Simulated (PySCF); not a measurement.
SMILES CN(C)[Si](C)N(C)C (C5H15N2Si), doublet (GFN2-xTB optimised geometry):

```
23

C      1.996    -1.933    -0.272
N      1.285    -0.714     0.000
C      2.108     0.455    -0.164
Si    -0.455    -0.714     0.000
C     -0.992    -1.554     1.631
N     -0.954     0.956     0.000
C     -2.029     1.428     0.830
C     -0.816     1.750    -1.194
H      1.338    -2.783    -0.116
H      2.368    -1.967    -1.305
H      2.857    -2.024     0.398
H      1.549     1.336     0.136
H      2.997     0.368     0.470
H      2.447     0.580    -1.201
H     -2.070    -1.658     1.698
H     -0.562    -2.547     1.701
H     -0.648    -0.986     2.494
H     -2.997     1.383     0.313
H     -2.092     0.834     1.736
H     -1.846     2.472     1.108
H     -1.746     1.766    -1.778
H     -0.568     2.783    -0.930
H     -0.025     1.345    -1.819
```

Computed with PySCF with unrestricted PBE0/def2-SVP.

**Question.** What are the frontier orbital energies (α orbitals alone; a β orbital can be the lowest empty one) and the dipole moment?

**Answer.** HOMO-2 -7.26 eV, HOMO-1 -6.27 eV, HOMO -4.39 eV, LUMO 1.72 eV, LUMO+1 1.92 eV; dipole moment 0.72 D.

On the same geometry PySCF 2.14.0 with unrestricted PBE/def2-SVP gives HOMO-2 -5.83 eV, HOMO-1 -4.90 eV, HOMO -3.21 eV, LUMO 0.86 eV, LUMO+1 1.07 eV; dipole moment 0.87 D.

Meta-Löwdin charges at PBE0/def2-SVP: C1 -0.19, N2 -0.40, C3 -0.19, Si4 0.67, C5 -0.55, N6 -0.41, C7 -0.19, C8 -0.19, H9 0.10, H10 0.08, H11 0.09, H12 0.11, H13 0.09, H14 0.08, H15 0.11, H16 0.12, H17 0.11, H18 0.08, H19 0.11, H20 0.09, H21 0.08, H22 0.09, H23 0.10.
